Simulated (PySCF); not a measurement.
Si(CCH)(F)3 (C₂HF₃Si), SMILES C#C[Si](F)(F)F.

Coordinates come from a B3LYP-D3(BJ)/def2-SVP optimisation.

Two levels are set side by side: PBE/def2-TZVP (PySCF) and M06-2X/def2-TZVP (PySCF). Same geometry, gas phase. Differences are taken from unrounded values.

```json
[
 {"quantity": "orbital gap (eV)", "PBE": "6.09"},
 {"quantity": "highest occupied level (eV)", "PBE": "-8.06"},
 {"quantity": "lowest empty level (eV)", "PBE": "-1.97"},
 {"quantity": "dipole moment (D)", "PBE": "2.60"},
 {"quantity": "mean polarisability (bohr³)", "PBE": "41.6"}
]
```

**Question.** These are the PBE values. What does M06-2X give? (Estimate from the structure and the level; the computed values follow.)

**Answer.** 
| quantity | M06-2X | PBE minus M06-2X |
|---|---|---|
| orbital gap (eV) | 10.56 | -4.47 |
| highest occupied level (eV) | -10.64 | 2.59 |
| lowest empty level (eV) | -0.09 | -1.88 |
| dipole moment (D) | 2.82 | -0.22 |
| mean polarisability (bohr³) | 39.1 | 2.6 |

Without exact exchange PBE keeps part of each electron's self-repulsion, which lifts occupied levels and narrows the gap. PBE's more diffuse valence density responds more strongly to a field. Differences between two approximate levels are no errors against the true value.

Rough cost on one machine, each run with all the roots and properties that it gave: M06-2X against PBE about 3 times.
